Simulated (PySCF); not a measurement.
A GIAO shielding run with PySCF 2.14 (density fitting, non-relativistic, gas phase) on `N#CC1=CC[SiH2][C@H]1F`, C5H6FNSi:

```
$ OMP_NUM_THREADS=1 python probes_run.py task.json out

{"job": {"kind": "nmr", "xc": "PBE0", "basis": "pcSseg-1"}, "charge": 0, "multiplicity": 1}
N      3.041991     1.979234    -0.161412
C      2.054595     1.397030    -0.119606
C      0.856705     0.657579    -0.049362
C     -0.349287     1.224091     0.037486
C     -1.561254     0.356227     0.113979
Si    -0.891634    -1.434758     0.128688
C      0.937916    -0.850335    -0.075327
F      1.455899    -1.274425    -1.294761
H     -0.468730     2.298520     0.060432
H     -2.211460     0.569218    -0.737160
H     -2.140677     0.616761     1.001419
H     -1.291486    -2.232438    -1.023664
H     -1.081120    -2.094351     1.420309
H      1.647865    -1.212826     0.676812
```

Hardware: 1 thread of an Arm Neoverse N1, shared host. The job also computes population analyses, field gradients, ring-centre shieldings.

Question: How large is the calculation?

Answer: 66 electrons, 173 basis functions and 913 auxiliary functions.

Question: How long does it take, and how much memory does it need?

Answer: 45 s of wall time, with 14 SCF cycles and 5 response iterations; peak memory 0.78 GiB. Times on a shared host scatter by some tens of per cent.
